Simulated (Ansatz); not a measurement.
# Ligand exchange: BH2Cl + Cd(CH3)(SH) → BH2(SH) + Cd(CH3)Cl

Species: BH2Cl `BCl`, singlet; Cd(CH3)(SH), singlet; BH2(SH), singlet; Cd(CH3)Cl, singlet. The partners trade Cl for SH: B–Cl and Cd–SH bonds give way to B–SH and Cd–Cl.

Shapes, held fixed at every level: PBE0-D4/def2-TZVP. Programs: Ansatz 0.2.0. Electronic energies: no zero-point or thermal term.

**Question.** Estimate ΔE of this reaction.

**Answer.** The highest level, CCSD(T)/def2-TZVPP, gives ΔE = -41.7 kJ/mol; the levels span -46.5 to -38.3. The column of differences is taken from that level and isn't an error. No measured value is set beside it here. For atoms past krypton def2 sets carry core potentials with scalar relativity. Correlated rows may include outer-core shells of Cd, which these sets cover unevenly.

```json
{"level": "B3LYP-D4/def2-TZVPP", "kind": "global hybrid", "ΔE (kJ/mol)": "-45.1", "less CCSD(T)/def2-TZVPP": "-3.4"}
{"level": "r2SCAN0-D4/def2-TZVPP", "kind": "global hybrid", "ΔE (kJ/mol)": "-46.5", "less CCSD(T)/def2-TZVPP": "-4.8"}
{"level": "wB97M-V/def2-TZVPP", "kind": "range-separated hybrid", "ΔE (kJ/mol)": "-43.9", "less CCSD(T)/def2-TZVPP": "-2.2"}
{"level": "B2PLYP/def2-TZVPP", "kind": "double hybrid", "ΔE (kJ/mol)": "-43.8", "less CCSD(T)/def2-TZVPP": "-2.1"}
{"level": "MP2/def2-SVP", "kind": "perturbation theory", "ΔE (kJ/mol)": "-41.8", "less CCSD(T)/def2-TZVPP": "-0.1"}
{"level": "MP2/def2-TZVPP", "kind": "perturbation theory", "ΔE (kJ/mol)": "-38.3", "less CCSD(T)/def2-TZVPP": "+3.4"}
{"level": "CCSD/def2-SVP", "kind": "coupled cluster or CI", "ΔE (kJ/mol)": "-44.6", "less CCSD(T)/def2-TZVPP": "-2.9"}
{"level": "CCSD(T)/def2-TZVPP", "kind": "coupled cluster or CI", "ΔE (kJ/mol)": "-41.7", "less CCSD(T)/def2-TZVPP": "0.0"}
```
